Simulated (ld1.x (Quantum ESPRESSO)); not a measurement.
**Building the TM potential for Ga (PBEsol, non-relativistic).**

Ga (Z = 31), norm-conserving Troullier–Martins (Kleinman–Bylander form), made with ld1.x (Quantum ESPRESSO) 7.5 (PBEsol, non-relativistic). Core [Ar] 3d10, reference 4s1 4p0 (charge +2). Waves: 4s (bound): rc 1.50 bohr; 4p (bound, empty): rc 1.45 bohr. Local part: all-electron potential smoothed inside 1.35 bohr (lloc = -1). Core correction: a·sin(br)/r model core inside 1.70 bohr.

Poles of the logarithmic derivatives, all-electron (AE) and pseudo (PS). Narrow ghost or core levels that the grid stepped over were put in at their known energies. s: poles at no energy (AE) and -1.9 (PS) Ry. p: poles at no energy (AE) and 2.0 (PS) Ry. Test radius 1.64 bohr.

* Cutoffs needed: 12 Ry and 55 Ry (the cutoffs (Ry, on a coarse ladder) from which the occupation-weighted sum of valence levels, in a spherical-Bessel basis at the reference potential, stays within 10 and 1 mRy of its value at 400 Ry) The cutoffs count occupied waves only; the empty 4p level needs 45 Ry at the loose tolerance.
* Ghost test: ghost state, extra bound levels that the all-electron valence spectrum of the same l lacks: s at -25.9 eV; a true bound ghost makes a file unfit for plane-wave use (spherical-Bessel basis up to 400 Ry, 20 bohr box)
* Configuration tests: 6 of 7 tests not solved or not reliable; not counted: 4s2 4p1 (solver errors, printed error -36.5 eV); 4s2 4p0.5 (solver errors, printed error -24.8 eV); 4s1 4p2 (solver errors, printed error -22.4 eV); 3 more
